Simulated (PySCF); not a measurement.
**The second ionisation energy along the third row**

All values are computed (PySCF 2.14, energy differences of UHF-based or UKS calculations, no spin-orbit coupling). Values in eV. The last column holds reference values (NIST; (s) semi-empirical, (t) theoretical, else measured). Unmarked ones compare directly (S terms, centres of terms, or small fine structure); those marked * lie between the lowest fine-structure levels and include a spin-orbit shift.

```tsv
element	configurations	UHF	LDA	PBE	PBE0	r2SCAN	MP2 (valence)	reference
Mg (aug-cc-pVTZ-DK, spin-free X2C)	[Ne] 3s1 → [Ne]	14.745	15.374	15.363	15.257	15.043	n/a	15.035
Al (aug-cc-pVTZ-DK, spin-free X2C)	[Ne] 3s2 → [Ne] 3s1	17.551	18.915	18.783	18.679	18.399	18.307	18.829
Si (aug-cc-pVTZ-DK, spin-free X2C)	[Ne] 3s2 3p1 → [Ne] 3s2	15.813	16.340	16.382	16.407	16.500	16.081	16.322
P (aug-cc-pVTZ-DK, spin-free X2C)	[Ne] 3s2 3p2 → [Ne] 3s2 3p1	19.152	19.805	19.771	19.807	19.937	19.603	19.769 (s) *
S (aug-cc-pVTZ-DK, spin-free X2C)	[Ne] 3s2 3p3 → [Ne] 3s2 3p2	22.713	23.388	23.310	23.377	23.513	23.330	23.338 *
Cl (aug-cc-pVTZ-DK, spin-free X2C)	[Ne] 3s2 3p4 → [Ne] 3s2 3p3	22.573	23.948	23.831	23.826	23.795	23.357	23.771
Ar (aug-cc-pVTZ-DK, spin-free X2C)	[Ne] 3s2 3p5 → [Ne] 3s2 3p4	26.359	27.804	27.584	27.597	27.663	27.353	27.630 *
```

```json
{"method": "UHF", "elements": "4", "mean error (eV)": "-0.819", "mean absolute error (eV)": "0.819", "largest error (eV)": "-1.278"}
{"method": "LDA", "elements": "4", "mean error (eV)": "0.155", "mean absolute error (eV)": "0.155", "largest error (eV)": "0.339"}
{"method": "PBE", "elements": "4", "mean error (eV)": "0.101", "mean absolute error (eV)": "0.123", "largest error (eV)": "0.328"}
{"method": "PBE0", "elements": "4", "mean error (eV)": "0.053", "mean absolute error (eV)": "0.128", "largest error (eV)": "0.222"}
{"method": "r2SCAN", "elements": "4", "mean error (eV)": "-0.055", "mean absolute error (eV)": "0.160", "largest error (eV)": "-0.429"}
{"method": "MP2 (valence)", "elements": "3", "mean error (eV)": "-0.392", "mean absolute error (eV)": "0.392", "largest error (eV)": "-0.522"}
```

Errors include the incompleteness of the basis and the frozen core.

"Valence" correlates the outer s and p shells and, in groups 3 to 12 and the f block, the outer d or f shell, open or full, or the next shell where the ion has no valence electron left; the wider scheme adds the next inner shell.
